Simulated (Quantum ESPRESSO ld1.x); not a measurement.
Species: Pd4+. Configuration: [Kr] 4d6.

All-electron calculation, scalar-relativistic Kohn-Sham, LDA (Slater exchange, VWN5 correlation), spin-polarised, spherical densities, point nucleus; open shells are filled with parallel spins first. Program: ld1.x of Quantum ESPRESSO 7.5.

Energy parts (hartree):
| part | energy |
|---|---|
| total | -5037.0553 |
| kinetic | 5223.6070 |
| electron-nucleus | -12086.2218 |
| Hartree | 1962.7796 |
| exchange-correlation | -137.2201 |

Orbitals (lengths in bohr, moments of r in powers of bohr):
| orbital | occ. | eigenvalue (hartree) | <r^2> | <1/r> |
|---|---|---|---|---|
| 1s up | 1 | -889.159 | 0.001374 | 48.19 |
| 1s down | 1 | -889.158 | 0.001374 | 48.19 |
| 2s up | 1 | -131.752 | 0.02261 | 10.93 |
| 2s down | 1 | -131.722 | 0.02260 | 10.93 |
| 2p up | 3 | -118.426 | 0.01779 | 10.58 |
| 2p down | 3 | -118.403 | 0.01778 | 10.58 |
| 3s up | 1 | -25.5323 | 0.1652 | 3.821 |
| 3s down | 1 | -25.5112 | 0.1651 | 3.822 |
| 3p up | 3 | -21.1545 | 0.1671 | 3.643 |
| 3p down | 3 | -21.1316 | 0.1669 | 3.644 |
| 3d up | 5 | -14.1839 | 0.1528 | 3.419 |
| 3d down | 5 | -14.1536 | 0.1525 | 3.420 |
| 4s up | 1 | -5.30791 | 0.9827 | 1.479 |
| 4s down | 1 | -5.18964 | 0.9801 | 1.483 |
| 4p up | 3 | -4.02785 | 1.169 | 1.339 |
| 4p down | 3 | -3.90698 | 1.169 | 1.342 |
| 4d up | 5 | -2.16114 | 1.814 | 1.058 |
| 4d down | 1 | -2.04367 | 1.854 | 1.052 |
| 5s up | 0 | -1.57253 | 5.394 | 0.5973 |
| 5s down | 0 | -1.51071 | 5.622 | 0.5823 |
| 5p up | 0 | -1.24706 | 6.944 | 0.5254 |
| 5p down | 0 | -1.19966 | 7.300 | 0.5093 |

The highest occupied level is 4d down at -55.611 eV. The density falls to 0.001 e/bohr^3 at r = 2.93 bohr. Summed over all electrons, <r^2> = 22.91 bohr^2, which gives a Langevin (diamagnetic) susceptibility term of -18.1 x 10^-6 cm^3/mol. Spin moment in Bohr magnetons: 4. For comparison, the ionisation energy in NIST's Atomic Spectra Database is 61 eV (theoretical). In exact Kohn-Sham theory the highest level is minus the ionisation energy, but local and semilocal functionals leave it too shallow, through self-interaction and a potential that decays too fast; potentials with the right tail come closer.
